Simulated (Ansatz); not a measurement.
HClSi, charge +1, doublet, at a GFN2-xTB geometry (a state made from the parent by changing its charge; the spin is typed, not shown lowest); HF/6-31G* (Ansatz, a program for electronic structure).

Here is a job for Ansatz.
Ansatz 0.2 input:
```yaml
crystal:
  periodic: [false, false, false]
  atoms:
    - {symbol: Si, position_ang: [0.86135093, -0.21951955, 0.44274278]}
    - {symbol: H, position_ang: [2.20871354, -0.51186238, -0.05259738]}
    - {symbol: Cl, position_ang: [-0.83927215, 0.21089035, -0.36151774]}
basis:
  gaussian:
    orbitals: 6-31G*
    nuclear_model: gaussian
hamiltonian:
  xc: hf
total_charge: 1
magnetization: {spin_polarized: true, initial_magnetization: 1}
```

Write the output that Ansatz gives for this input, abridged.


```
Functional definition: HF
363 factors; integrals over basis functions are off by at most 8.4e-4 eV
mean field evaluation 1: about -20369.7826 eV, gradient 1.7e1 eV
mean field evaluation 2: about -20369.8218 eV, gradient 1.7e1 eV
mean field evaluation 4: about -20371.9650 eV, gradient 1.7e0 eV
mean field evaluation 8: about -20372.0317 eV, gradient 2.7e-1 eV
mean field -20372.03424258 eV, -748.6584497542 hartree, gradient 2.9e-5 eV, S^2 0.757801; 0 other end points of the search recorded, 0 dependent functions left out
reference -20372.03424258 eV, -748.6584497542 hartree; 16, 15 occupied and 24, 25 virtual orbitals, 363 factors
Total energy: -20372.03424258 eV, -748.6584497542 hartree
```
